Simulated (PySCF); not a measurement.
Run record: geometry optimisation, `[I][Co][I]` [quartet].

Computed with PBE0-D3(BJ)/def2-SVP geometry optimisation, gas phase, def2 core potentials past Kr (PySCF 2.14.0). Start geometry: GFN2-xTB. The command runs a driver script over a list of jobs; the input below is this job's line of settings and its coordinates in Å.

Command:
```bash
OMP_NUM_THREADS=1 python probes_run.py task.json out
```

Input:
```
{"job": {"xc": "PBE0", "basis": "def2-SVP", "d3": "d3bj", "grid": 1, "maxiter": 40, "shake": 0.03, "kind": "geom"}, "charge": 0, "multiplicity": 4}
Co     0.061230    -0.076670     0.012270
I     -0.032520    -0.033030     2.346760
I     -0.045110     0.012490    -2.378920
```

Output:
```
step   0  E = -1977.88659097  max force = 0.024158
step   1  E = -1977.88894848  max force = 0.000727
step   2  E = -1977.88896790  max force = 0.000643
step   3  E = -1977.88904548  max force = 0.000998
step   4  E = -1977.88906486  max force = 0.000625
step   5  E = -1977.88906883  max force = 0.000110
optimisation converged
```

Energies in Eh; «max force» is the largest Cartesian gradient component in Eh/bohr.

How much energy does the optimisation release, in kcal/mol?

E(step 0) − E(last step) = 0.002478 Eh, which is 1.6 kcal/mol.

Give the first gradient maximum in eV/Å.

With 1 Eh/bohr = 51.422 eV/Å, 1.242 eV/Å.

In short: final energy -1977.88907 Eh after 5 steps; dipole 0.01 D.

Give the final coordinates.

0.079 Å rms from the input after alignment:
```
atom  x, y, z in Å
Co1   -0.0073   -0.0340   -0.0067
I2    -0.0132   -0.0424    2.4237
I3     0.0041   -0.0208   -2.4369
```

On one thread, Intel Xeon 6975P-C (x86_64), on a shared host, this took 56 s wall and 0.39 GiB of memory at its peak.
Labels such as C1 count atoms from 1, the log's own numbers from 0.
